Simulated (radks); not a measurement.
Results of a calculation; reference values are marked as such.
Initial-state core-level shifts of the arsenic ion As+ when its valence configuration changes from [Ar] 3d10 4s2 4p2. Level of theory: scalar-relativistic Kohn-Sham, r2SCAN, spin-polarised, spherical densities, finite nucleus; open shells are filled with parallel spins first; meta-GGA in the generalised Kohn-Sham scheme; Fermi nuclear charge, rms radius 4.0968 fm (a radial shooting solver on a logarithmic mesh with Libxc functionals). Shifts are changes of the shell-averaged eigenvalues in eV (positive: less bound); the change of the density at the nucleus, which sets a Mossbauer isomer shift, is in e/bohr^3, on a base of 3.598e+04.

| valence | 2s | 2p | 3s | 3p | density at nucleus |
|---|---|---|---|---|---|
| 3d10 4s1 4p3 | -1.034 | -1.034 | -1.116 | -1.110 | -23.828 |
| 3d9 4s2 4p3 | -14.666 | -14.602 | -11.758 | -11.501 | +13.912 |
| 3d9 4s1 4p4 | -16.339 | -16.276 | -13.449 | -13.184 | -12.669 |
| 3d9.5 4s2 4p2.5 | -7.224 | -7.191 | -5.856 | -5.727 | +6.831 |
| 3d8.5 4s1.5 4p4 | -23.403 | -23.311 | -18.772 | -18.384 | +6.975 |
| 3d10 4s1.5 4p2.5 | -0.586 | -0.586 | -0.621 | -0.618 | -11.848 |
| 3d10 4p4 | -3.402 | -3.410 | -3.482 | -3.469 | -47.909 |
